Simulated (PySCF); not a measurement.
Isomers of [C8H11O2]- (charge -1), one GFN2-xTB conformer each. Single-point energies are computed at PBE0/pcSseg-1 (PySCF, gas phase, no added dispersion term), electronic only.

Question: Rank them by PBE0/pcSseg-1 energy, lowest first (kJ/mol).
A. `[CH2:1]=[C:2]1[CH2:3][CH2:4][CH2:5][C@@H:6]([C:7](=[O:8])[O-:9])[CH2:10]1` (charge -1) with C5–C6–C7–O8 70°, C1–C2–C3–C4 -119°, C2–C3–C4–C5 -57°, C3–C4–C5–C6 57°, C4–C5–C6–C7 -175°
B. `[CH3:1][CH2:2][C@@H:3]1[CH2:4][CH2:5][C:6](=[O:7])[CH:8]=[C:9]1[O-:10]` (charge -1) with C1–C2–C3–C4 -166°, C2–C3–C4–C5 -66°, C3–C4–C5–C6 -53°, C4–C5–C6–O7 -156°, C5–C6–C8–C9 1°

Answer: B (0.0), A (19.7).

Neighbours under 21 kJ/mol apart (CC[C@@H]1CCC(=O)C=C1[O-] and C=C1CCC[C@@H](C(=O)[O-])C1) can change places with a better method, another conformer or zero-point energy. GFN2-xTB itself gives, in the same order: 0.0, 0.8. Both levels put the same isomer lowest.

Q: As an exercise, what shares would exp(−E/RT) give at 500 K from these electronic energies alone (no entropy, no degeneracies)?

A: RT = 4.157 kJ/mol: CC[C@@H]1CCC(=O)C=C1[O-] 99.1 %, C=C1CCC[C@@H](C(=O)[O-])C1 0.9 %.
